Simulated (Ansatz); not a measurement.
`[OH][GaH][Cl]` → Cl• + Ga• + 2 H• + O•  (atomization)

Computed with Ansatz on PBE0-D4/def2-TZVP structures; ΔE is electronic, products minus reactants. CCSD(T)/CBS is the MP2 limit (def2-TZVPP, def2-QZVPP) plus CCSD(T) − MP2 in def2-TZVPP, frozen cores. This one scheme is used for every species, atoms too. DFT in def2-TZVPP. B3LYP here is the variant with VWN-RPA as its local correlation; programs differ in this. Open shells (•) are unrestricted, without spin–orbit coupling. Spin–orbit coupling would lower the free atoms: a little for Cl, O; clearly for Ga. For Ga outer-core shells are correlated without core-valence functions, so the limit isn't a true one: a few kJ/mol of doubt a bond, and 10 to 20 or more in all where bonds break to atoms. Scalar relativity is left out up to krypton. Each species was taken in one conformer, which may not be the lowest.

| level | ΔE (kJ/mol) |
| --- | --- |
| BLYP-D4 | 1462.5 |
| B3LYP-D4 | 1462.7 |
| B2PLYP | 1469.4 |
| CCSD/def2-TZVPP | 1442.9 |

**Question.** What does CCSD(T)/CBS give? (Estimate.)

**Answer.** Computed: +1508.0 kJ/mol. The listed levels differ from it by -45.5, -45.3, -38.6, -65.1 kJ/mol.

Largest T1 diagnostic among the species: 0.013.

At CCSD(T), def2-SVP lies −115.5 kJ/mol from the extrapolated value and def2-TZVPP −37.4 kJ/mol: correlation converges slowly with the basis, and small sets miss more of it in the bonded molecule than in its fragments. From PBE to PBE0 (25 % exact exchange), in def2-TZVPP and without D4, ΔE moves by −31.1 kJ/mol: exact exchange takes away binding that semilocal exchange gives to molecules. The D4 term adds +14.4 kJ/mol with B3LYP and +7.4 kJ/mol with PBE0; it sums over pairs of atoms, weighted by their polarisabilities, and B3LYP, whose exchange is more repulsive, gets the larger term.

For atomizations the MP2-based limit and the directly extrapolated one differ by several kJ/mol either way, and by 10 to 25 for some Ge, Se and Sn compounds, so smaller differences from it don't rank the levels.
